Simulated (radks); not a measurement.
Results of a calculation; reference values are marked as such.
The bromine ion Br+, configuration [Ar] 3d10 4s2 4p3 5p1 (not the ground configuration). Code: a radial shooting solver on a logarithmic mesh with Libxc functionals. Model: scalar-relativistic Kohn-Sham, PBE, spin-polarised, spherical densities, point nucleus; open shells are filled with parallel spins first.

Radial electron density D(r) = 4 pi r^2 rho(r):

| r (bohr) | D(r) (e/bohr) | spin D(r) |
|---|---|---|
| 0.005466 | 8.606 | -0.000195 |
| 0.006363 | 10.84 | -0.000212 |
| 0.007349 | 13.37 | -0.000206 |
| 0.008555 | 16.49 | -0.000154 |
| 0.00988 | 19.86 | -0.0000224 |
| 0.0115 | 23.80 | 0.000269 |
| 0.01339 | 28.00 | 0.000827 |
| 0.01546 | 32.04 | 0.00176 |
| 0.018 | 36.09 | 0.00342 |
| 0.02079 | 39.41 | 0.00599 |
| 0.0242 | 41.99 | 0.0102 |
| 0.02795 | 43.27 | 0.0164 |
| 0.03254 | 43.20 | 0.0259 |
| 0.03788 | 41.78 | 0.0395 |
| 0.04375 | 39.59 | 0.0569 |
| 0.05093 | 37.18 | 0.0801 |
| 0.05882 | 35.74 | 0.106 |
| 0.06848 | 36.04 | 0.134 |
| 0.07909 | 38.47 | 0.158 |
| 0.09207 | 42.90 | 0.172 |
| 0.1072 | 47.83 | 0.166 |
| 0.1238 | 51.08 | 0.136 |
| 0.1441 | 51.16 | 0.0828 |
| 0.1664 | 47.40 | 0.0248 |
| 0.1937 | 40.47 | -0.0162 |
| 0.2238 | 33.54 | -0.00569 |
| 0.2605 | 28.80 | 0.0766 |
| 0.3032 | 28.34 | 0.217 |
| 0.3502 | 31.02 | 0.350 |
| 0.4077 | 34.27 | 0.413 |
| 0.4708 | 34.88 | 0.350 |
| 0.5481 | 31.49 | 0.178 |
| 0.633 | 25.23 | 0.0158 |
| 0.737 | 17.67 | -0.00347 |
| 0.8579 | 11.34 | 0.244 |
| 0.9908 | 7.488 | 0.719 |
| 1.153 | 5.459 | 1.34 |
| 1.332 | 4.637 | 1.86 |
| 1.551 | 4.034 | 2.10 |
| 1.791 | 3.278 | 1.95 |
| 2.085 | 2.286 | 1.50 |
| 2.427 | 1.353 | 0.959 |
| 2.803 | 0.7292 | 0.560 |
| 3.263 | 0.3884 | 0.333 |
| 3.769 | 0.2812 | 0.266 |
| 4.388 | 0.2735 | 0.271 |
| 5.067 | 0.2641 | 0.264 |
| 5.899 | 0.2056 | 0.206 |
| 6.867 | 0.1234 | 0.123 |
| 7.931 | 0.06026 | 0.0603 |
| 9.233 | 0.02160 | 0.0216 |
| 10.66 | 0.006019 | 0.00602 |
| 12.41 | 0.001071 | 0.00107 |
| 14.34 | 0.0001405 | 0.000141 |

D(r) has 4 maxima, at r = 0.0300, 0.134, 0.449, 4.57 bohr, and minima at 0.0622, 0.284, 4.12 bohr, inside which lie 2.07, 10.99, 33.22 electrons.
